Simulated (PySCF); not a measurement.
The vertical singlet excitations below were computed for one of the candidates. Method used: TDDFT wB97X-D/def2-SVPD, vertical, gas phase, core orbitals frozen in the response (PySCF 2.14.0, density-fitted response routines). Geometries: PBE0-D3(BJ)/def2-SVP, one conformer each.

```tsv
state	λ (nm)	f
S1	199.2	0.0008
S2	175.6	0.275
S3	169.3	0.144
S4	155.7	0.037
S5	147.5	0.024
S6	144.3	0.0038
S7	143.7	0.0097
S8	141.2	0.014
S9	139.1	0.0031
S10	135.2	0.010
```

Triplets computed (Tamm–Dancoff): 4.30, 5.81, 7.03, 7.90 eV.

Task: Which candidate is it? All have the formula C5H6F2O.
A. `C(F)(O[C@@H]1C(C1)=C)F`
B. `FC(F)O[C@]12C[C@H]1C2`
C. `C=C/C=C\OC(F)F`

Result: A. Its S1 lies at 6.23 eV; the nearest of the others has S1 at 5.60 eV. S1 is HOMO-1→LUMO (92%). Löwdin shares by element: HOMO carbon 81% or more (atoms not listed hold the other 19%); LUMO carbon 69% or more (atoms not listed hold the other 31%). At the same level the other candidates give, for their lowest levels:
- `FC(F)O[C@]12C[C@H]1C2`: 164 nm (f 0.036); 158 nm (f 0.009); 150 nm (f 0.096); 150 nm (f 0.017); 143 nm (f 0.012); T1 6.79 eV; HOMO -9.33, LUMO 2.33 eV
- `C=C/C=C\OC(F)F`: 222 nm (f 0.755); 186 nm (f 0.004); 173 nm (f 0.030); 168 nm (f 0.028); 165 nm (f 0.001); T1 3.13 eV; HOMO -8.40, LUMO 0.74 eV

Conformer computed: `[CH2:1]=[C:2]1[CH2:3][C@@H:4]1[O:5][CH:6]([F:7])[F:8]`: C3–C4–O5–C6 -149°, C4–O5–C6–F7 78°.
